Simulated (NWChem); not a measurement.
System: C₂H₈OSi; SMILES C[SiH2]CO

Here is an NWChem input.

```
start job
memory heap 200 mb stack 900 mb global 1100 mb
geometry units angstroms noautoz
  C      0.982232     1.582981     0.135358
  Si    -0.616145     0.644848    -0.156991
  C     -0.420406    -1.155081     0.414705
  O      0.693434    -1.697248    -0.259522
  H      0.942396     2.598963    -0.285448
  H      1.200536     1.664309     1.211464
  H      1.811547     1.038120    -0.341087
  H     -0.972321     0.660907    -1.610367
  H     -1.754001     1.251869     0.608450
  H     -0.294484    -1.165631     1.517961
  H     -1.358945    -1.708038     0.204106
  H      0.807825    -2.611618     0.017647
end
basis spherical
  * library def2-tzvp
end
dft
  xc xpbe96 cpbe96
  iterations 150
  semidirect filesize 400000000
  mulliken
end
task dft energy
```

Coordinates come from a PBE0/def2-SVP optimisation.

Problem. Give the results of this calculation. (PBE/def2-TZVP.) Quantities: energy (Ha); highest occupied level (eV); orbital gap (eV); dipole (D).

Solution. 
```yaml
energy (Ha): -445.46
highest occupied level (eV): -6.34
orbital gap (eV): 6.18
dipole (D): 1.56
```
